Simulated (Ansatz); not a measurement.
The same path of BClF2 + H2 (6 atoms, charge 0, multiplicity 1) was run twice with different band settings. Lost on the way: B1–Cl2, H5–H6. Made: B1–H5, Cl2–H6.

Level of theory: Ansatz, RKS PBE-D4/def2-SVP.

Relaxed end points:

```xyz
6
Properties=species:S:1:pos:R:3
B -0.012 0.470 0.152
Cl -0.026 0.920 1.849
F 1.133 0.337 -0.497
F -1.148 0.274 -0.498
H 0.100 -2.481 0.505
H 0.071 -2.190 1.215
```

```xyz
6
Properties=species:S:1:pos:R:3
B 0.022 -0.327 -0.532
Cl 0.008 -0.094 2.491
F 1.133 0.378 -0.697
F -1.142 0.288 -0.696
H 0.069 -1.524 -0.342
H 0.028 -1.392 2.502
```

Common settings: movable images 7; climbing image yes; spring 5.0 eV/Å²; optimiser quadratic models (default); start path through a guess of the saddle point; iteration limit 60; end points relaxed.

| run | force threshold |
| --- | --- |
| 1 | 0.05 eV/Å |
| 2 | 0.5 eV/Å |

What does each run give, and how far can it be trusted?

Run 1: converged after 42 iterations, highest image 1.357 eV above the first end. A vibrational analysis at the climbing image gives one clearly imaginary mode, 798i cm⁻¹: a first-order saddle point.
Run 2: converged after 13 iterations, highest image 1.335 eV above the first end. The threshold of 0.5 eV/Å is loose, so the images may lie well off the minimum-energy path. The order of the stationary point at the top wasn't checked.
The orbitals stay closed-shell, which can raise the energy where a bond breaks towards radicals; this wasn't checked here.
